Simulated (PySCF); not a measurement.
Estimate the missing entries of this data sheet.

Species: C₆H₄F₄.
SMILES: `FC(/C(C=C)=C\F)=C(F)F`

Conformer (atom-mapped SMILES and torsion angles): `[CH2:1]=[CH:2]/[C:3](=[CH:4]/[F:5])[C:6]([F:7])=[C:8]([F:9])[F:10]`: C1–C2–C3–C4 172°, C2–C3–C6–F7 -48°.

| property | level | value |
| --- | --- | --- |
| point group of the GFN2-xTB geometry | GFN2-xTB | C1 |
| rotational constants A, B, C of the GFN2-xTB geometry | GFN2-xTB | 1.581, 1.167, 0.798 GHz |
| dipole moment | wB97X-D/def2-SVPD | 2.57 D |
| HOMO energy | wB97X-D/def2-SVPD | -8.83 eV |
| LUMO energy | wB97X-D/def2-SVPD | 0.36 eV |
| lowest singlet excitation | TDDFT wB97X-D/def2-SVPD | ? |
| strongest line among the 8 lowest singlet transitions | TDDFT wB97X-D/def2-SVPD | ? |
| lowest triplet excitation (Tamm–Dancoff) | TDA wB97X-D/def2-SVPD | ? |
| static isotropic polarisability | wB97X-D/def2-SVPD | 78.2 au |
| electronic spatial extent ⟨r²⟩ about the centre of nuclear charge | wB97X-D/def2-SVPD | ? |

Electronic properties: PySCF, gas phase, density fitting.

Problem. What is the strongest line among the 8 lowest singlet transitions?

Solution. S2 at 5.92 eV (210 nm, f = 0.270).

Problem. What is the electronic spatial extent ⟨r²⟩ about the centre of nuclear charge?

Solution. 1399 bohr².

Problem. What is the lowest singlet excitation?

Solution. 5.45 eV (228 nm, f = 0.175).

Problem. Give the lowest triplet excitation (Tamm–Dancoff).

Solution. 3.25 eV.

The dipole equals about 8.6 × 10⁻³⁰ C·m (1 D = 3.33564 × 10⁻³⁰ C·m). The polarisability is 11.59 Å³ as a volume (1 au = 0.148185 Å³), or 1.03 au for each of the 76 electrons. A dipole of 2.57 D is allowed in C1, and pure rotational transitions are dipole-allowed. The 8 singlets span 5.45 to 7.69 eV, and their oscillator strengths add up to 0.99.

One conformer stands for the species.
